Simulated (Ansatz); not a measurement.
Wavefunction ladder for C₄H₁₀ClIn (`CCC[CH](Cl)[InH2]`)

```xyz
16

C    -0.007   -1.715   -0.082
C    -1.034   -0.857    0.642
C    -0.567    0.557    0.981
C    -0.227    1.362   -0.250
Cl    0.154    3.083    0.213
In    1.632    0.925   -1.292
H     0.142   -1.393   -1.120
H    -0.330   -2.757   -0.137
H     0.960   -1.698    0.430
H    -1.311   -1.351    1.578
H    -1.951   -0.804    0.046
H     0.304    0.506    1.644
H    -1.358    1.063    1.548
H    -1.088    1.441   -0.915
H     2.982    0.579   -0.281
H     1.699    1.059   -3.006
```

Charge 0, multiplicity 1. Correlated methods include outer-core shells of In, which these sets cover unevenly. In: def2 effective core potential. Geometry: relaxed with PBE0-D4/def2-TZVP. It is one conformer, not always the lowest. Frozen core, restricted reference, the Gaussian-basis code of Ansatz.

```csv
basis,HF (Eh),MP2 corr.,CCSD corr.,(T),CCSD(T) total
def2-SVP,-805.70052,-0.80640,-0.88411,-0.02702,-806.61165
def2-TZVPP,-806.03665,-1.19181,-1.25046,-0.04908,-807.33619
def2-QZVPP,-806.05817,-1.44393,–,–,–
```
